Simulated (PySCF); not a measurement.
Worked example: entropy of an ideal gas

C2H4N2OSi, SMILES C(/N=C/O[SiH3])#N.

Coordinates come from a B3LYP-D3(BJ)/def2-SVP optimisation. The structure was generated by enumeration; whether it is a known compound was not checked. One conformer was computed; it need not be the lowest.

B3LYP-D3(BJ)/def2-SVP in PySCF gives the harmonic wavenumbers 103, 129, 198, 212, 282, 553, 562, 599, 701, 706, 752, 943, 949, 959, 1013, 1106, 1335, 1393, 1715, 2270, 2285, 2287, 2352, 3119 cm⁻¹ and the rotational temperatures 0.5399, 0.0635, 0.0577 K. The molar mass is 100.15 g/mol, the symmetry number 1, the spin multiplicity 1.

### Question
Work out the entropy at 298.15 K and 1 atm in the rigid-rotor, harmonic-oscillator model.

### Answer

Translation (Sackur–Tetrode at 1 atm): S = R[1.5 ln M + 2.5 ln T − 1.16487] = 166.2 J/(mol K).
Rotation: q = (√π/σ) T^1.5/√(θA θB θC) = 205000, S = R[ln q + 3/2] = 114.2 J/(mol K).
Vibration: with u = 1.4388 ν/T, each mode gives R[u/(e^u − 1) − ln(1 − e^−u)]:
```tsv
ν (cm⁻¹)	modes	u	S (J/(mol K))
103	1	0.50	14.21
129	1	0.62	12.39
198	1	0.96	9.00
212	1	1.02	8.48
282	1	1.36	6.37
553	1	2.67	2.25
562	1	2.71	2.18
599	1	2.89	1.89
701	1	3.38	1.28
706	1	3.41	1.25
752	1	3.63	1.05
943	1	4.55	0.49
949	1	4.58	0.48
959	1	4.63	0.46
1013	1	4.89	0.37
1106	1	5.34	0.25
1335	1	6.44	0.10
1393	1	6.72	0.08
1715	1	8.28	0.02
```
The stiffer modes add less than 0.005 each. Sum 62.6 J/(mol K).
Spin: R ln 1 = 0.0 J/(mol K).
Total 343.0 J/(mol K); the program's own thermochemistry gives 343.0. Translation makes up 48 % and vibration 18 %. Anharmonicity, hindered rotation and orbital degeneracy are left out.
